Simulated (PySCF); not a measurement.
**Dipole response of Cl²⁺ (chlorine, charge +2)**

[Ne] 3s1 3p3 3d1, high-spin 6D determinant (an excited configuration). Computed with PySCF 2.14 in dyall-acv3z, with scalar relativity by spin-free X2C-1e. Coupled (time-dependent) response in atomic units; α is the mean over directions.

| method | mean α (bohr³) | α xx, yy, zz | C₆ (like pair) | S(−4) |
| --- | --- | --- | --- | --- |
| PBEsol | 7.267 | 8.244, 8.244, 5.311 | 24.89 | 42.96 |

S(−4) is the Cauchy moment in α(ω) = α(0) + S(−4) ω² + …

α(iu) at PBEsol:

```
u (hartree)  α(iu) (bohr³)
          0          7.267
     0.0500          7.163
      0.100          6.892
      0.200          6.155
      0.300          5.447
      0.500          4.287
      0.750          3.183
       1.00          2.385
       1.50          1.427
       2.00         0.9366
       3.00         0.4970
       5.00         0.2222
```

For an ion, C₆ is the dispersion term alone; charge-induced terms of lower order in 1/R come first.

The components differ because the open shell of this determinant is not spherical; for a pure term their mean is the scalar polarisability.

The outer electron is Rydberg-like, and this basis confines it to a smaller radius and binds it less than a complete one would.
